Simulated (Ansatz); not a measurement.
Calculated with Ansatz (gas phase, PBE0-D4/def2-TZVP geometries, no zero-point term in ΔE). CCSD(T)/CBS is the MP2 limit (def2-TZVPP, def2-QZVPP) plus CCSD(T) − MP2 in def2-TZVPP, frozen cores. This one scheme is used for every species. DFT in def2-TZVPP. B3LYP here is the variant with VWN-RPA as its local correlation; programs differ in this. Each species was taken in one conformer, which may not be the lowest.

Reaction (silylene loss): `[CH3][Al]([F])[S][SiH3]` → `[CH3][Al]([F])[SH]` + `[SiH2]`

```
             level  ΔE (eV)  difference from CCSD(T)/CBS
            PBE-D4     3.11                         0.03
         r2SCAN-D4     3.30                         0.22
           PBE0-D4     3.21                         0.13
          B3LYP-D4     3.01                        -0.07
           ωB97M-V     3.02                        -0.06
            B2PLYP     2.99                        -0.09
CCSD(T)/def2-TZVPP     2.98                        -0.10
    MP2/def2-QZVPP     3.29                         0.21
SCS-MP2/def2-QZVPP     3.15                         0.07
     MP2/CBS(def2)     3.33                         0.25
       CCSD(T)/CBS     3.08                            0
```

Largest T1 diagnostic among the species: 0.014.

From PBE to PBE0 (25 % exact exchange), in def2-TZVPP and without D4, ΔE moves by +0.11 eV. The D4 term adds +0.17 eV with B3LYP and +0.09 eV with PBE0; it sums over pairs of atoms, weighted by their polarisabilities, and B3LYP, whose exchange is more repulsive, gets the larger term. In def2-TZVPP, CCSD(T) changes the Hartree–Fock value by +0.13 eV (the triples alone add +0.06 eV) and MP2 by +0.38 eV.
